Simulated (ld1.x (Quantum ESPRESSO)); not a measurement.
## selenium (Se): excitation energies, all-electron against PAW

| Property | Result |
| --- | --- |
| Element | Se (Z = 34) |
| Generator | ld1.x (Quantum ESPRESSO) 7.5 |
| Type | PAW |
| Functional | PBEsol |
| Relativity | scalar-relativistic |
| Frozen core | [Ar] 3d10 |
| Valence charge | 6 |
| Reference configuration | 4s2 4p4 |
| Partial waves | 4s (bound): rcut 1.25, rcutus 1.68 bohr; 4s channel at 1.35 Ry: rcut 1.25, rcutus 1.68 bohr; 4p (bound): rcut 1.20, rcutus 1.65 bohr; 4p channel at -0.1 Ry: rcut 1.20, rcutus 1.65 bohr |
| Local potential | all-electron potential smoothed inside 1.55 bohr (lloc = -2) |
| Core correction | Bessel-smoothed model core inside 0.95 bohr |
| Augmentation charge | PSQ, inside the norm-conserving radii |

Energies are relative to the spin-unpolarised reference configuration 4s2 4p4; without spin polarisation the order of configurations can differ from experiment.

```csv
valence configuration,charge,ΔE all-electron (eV),error AE − PS (meV)
4s2 4p3,+1,10.850,-4.5
4s2 4p2,+2,31.217,-28
4s2 4p1,+3,62.118,-103
4s1 4p5,0,10.888,-6.0
4s0 4p6,0,21.980,-22
```

What are ΔE and the potential's error for 4s2 4p4.3?

ΔE = -1.592 eV all-electron; the error (AE − PS) is +0.2 meV.

What are ΔE and the potential's error for 4s2 4p3.5?

ΔE = 4.310 eV all-electron; the error (AE − PS) is -1.2 meV.
